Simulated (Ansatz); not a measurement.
`O[SiH2][SiH2][SnH3]` + `CC` → `C[CH2][SnH3]` + `O[SiH2][SiH3]` at 500 K and 1 bar (formal exchange of groups at the Sn–Si bond).

Calculated with Ansatz (gas phase, PBE0-D4/def2-TZVP geometries, no zero-point term in ΔE). CBS: MP2 limit from def2 TZ/QZ plus the TZ coupled-cluster correction, frozen cores. This one scheme is used for every species. Elements past krypton have def2 core potentials. For Sn outer-core shells are correlated without core-valence functions, which leaves a few kJ/mol of doubt a bond. One conformer a species, not always the lowest.

```json
{"species": "`O[SiH2][SiH2][SnH3]`", "CCSD(T)/CBS energy (Eh)": "-872.19303", "H − E (kJ/mol)": "240.6", "S (J/(mol·K))": "491.3"}
{"species": "`CC`", "CCSD(T)/CBS energy (Eh)": "-79.71954", "H − E (kJ/mol)": "220.5", "S (J/(mol·K))": "259.9"}
{"species": "`C[CH2][SnH3]`", "CCSD(T)/CBS energy (Eh)": "-294.92046", "H − E (kJ/mol)": "264.8", "S (J/(mol·K))": "386.2"}
{"species": "`O[SiH2][SiH3]`", "CCSD(T)/CBS energy (Eh)": "-656.96789", "H − E (kJ/mol)": "187.7", "S (J/(mol·K))": "379.8"}
```

H − E and S are ideal-gas, rigid-rotor, harmonic terms from PBE0-D4/def2-TZVP, for one conformer and one mirror image of each species. 1 Eh = 2625.50 kJ/mol, R = 8.31446 J/(mol·K).

Task: By hand: ΔE, ΔH, ΔS and ΔG.

Result: ΔE = (-294.92046) + (-656.96789) − (-872.19303) − (-79.71954) = 0.02422 Eh = 63.6 kJ/mol. Δ(H − E) = 264.8 + 187.7 − 240.6 − 220.5 = -8.6, so ΔH = 55.0 kJ/mol. ΔS = 386.2 + 379.8 − 491.3 − 259.9 = 14.8 J/(mol·K). ΔG = 55.0 − 500 × (14.8)/1000 = 47.6 kJ/mol.

Task: By hand: the equilibrium constant, and the temperature at which ΔG would vanish if ΔH and ΔS stayed fixed.

Result: log₁₀ K = −ΔG/(RT ln 10) = -5.0. ΔG = 0 at ΔH/ΔS = 3716 K, far beyond where these terms or the molecules hold.

The number of gas molecules stays the same, so ΔS is small and ΔH decides. A doubt of 5 kJ/mol in ΔE shifts log₁₀ K by 0.5 here. Other conformers and mirror images would add mixing entropy, several J/(mol·K) or more a flexible species. Modes under 60 cm⁻¹, often nearly free rotors, make the harmonic entropy too high. These are equilibria of isolated gas molecules and say nothing of rates. Largest T1 diagnostic: 0.013 (customary marks: 0.02 for closed shells, 0.045 for open ones).
